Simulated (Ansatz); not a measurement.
Reaction (ligand exchange at the Sn–C bond): `F[CH](F)[SnH2][SH]` + CH₃OH → `C[O][SnH2][SH]` + `FCF`

Program: Ansatz. Geometries: PBE0-D4/def2-TZVP. ΔE: electronic, gas phase. CCSD(T)/CBS adds triple-zeta CCSD(T) − MP2 to the extrapolated MP2 energy (def2 sets, frozen cores). This one scheme is used for every species. DFT in def2-TZVPP. def2 core potentials past Kr. For Sn outer-core shells are correlated without core-valence functions, which leaves a few kJ/mol of doubt a bond. One conformer a species, not always the lowest.

```
             level  ΔE (kcal/mol)  difference from CCSD(T)/CBS
            PBE-D4          -13.0                          3.2
         r2SCAN-D4          -14.9                          1.3
           PBE0-D4          -13.8                          2.4
           ωB97X-V          -15.3                          0.9
           ωB97M-V          -14.4                          1.8
    MP2/def2-TZVPP          -16.9                         -0.7
SCS-MP2/def2-TZVPP          -17.4                         -1.2
   CCSD/def2-TZVPP          -16.0                          0.2
    MP2/def2-QZVPP          -17.2                         -1.0
SCS-MP2/def2-QZVPP          -17.7                         -1.5
       CCSD(T)/CBS          -16.2                            0
```

Largest T1 diagnostic among the species: 0.013.

From PBE to PBE0 (25 % exact exchange), in def2-TZVPP and without D4, ΔE moves by −0.8 kcal/mol. In def2-TZVPP, CCSD(T) changes the Hartree–Fock value by +3.3 kcal/mol (the triples alone add +0.2 kcal/mol) and MP2 by +2.2 kcal/mol.
